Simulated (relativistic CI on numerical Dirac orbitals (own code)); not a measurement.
Hyperfine structure of Tl76+, mass number 204

Calculated at this level of theory: Dirac-Coulomb-Breit CI, orbitals from a KLI potential per configuration, QED by a radiative potential, unscaled Slater integrals (own radial code, finite nucleus).

Configurations in the expansion (outside the closed core 1s2): 2s2 2p, 2s 2p2, 2p3, 2p2 3s, 2s2 3s, 2p2 3p, 2p2 3d, 2s2 3p, 2s2 3d, 2s 2p 3s, 2s 2p 3p, 2s 2p 3d, 2s2 4s, 2s2 4p, 2s2 4d, 2s2 4f. Levels of other configurations are missing.

Nuclear spin I = 2, μ = 0.09 μN (tables of Stone and Pyykkö). The electronic factors are computed for point nuclear moments, without core polarisation or the Bohr-Weisskopf and QED corrections.

```csv
Level,E (eV),A (GHz)
2s2 2p 2P°_1/2,0.00,547.8
2s2 2p 2P°_3/2,2223.38,52.57
2s 2p2 4P_3/2,2450.08,389.7
2s 2p2 2D_5/2,2492.84,474.6
2s 2p2 2P_1/2,2577.44,-646.9
2s 2p2 2D_3/2,2579.13,-4.174
2s 2p2 4P_5/2,4691.53,377
2s 2p2 2S_1/2,4816.54,1673
```

Levels with J = 0, under 50 % of one LS term, or S terms without an open s electron are left out. Small factors come from cancelling terms and can be off by tens of per cent or more.

At this charge energies of transitions that change n are usually good to better than 1 %, and those within a shell (Δn = 0) to a few per cent.

Problem. Give the hyperfine levels of 2s2 2p 2P°_1/2 relative to its centre of gravity.

Solution. With K = F(F + 1) − I(I + 1) − J(J + 1), E = AK/2: F = 3/2: -821.8, F = 5/2: 547.8 GHz.

LS names give the leading component of a level, which can be under half, so a name can repeat, a term be missing and a line seem to break the LS rules.
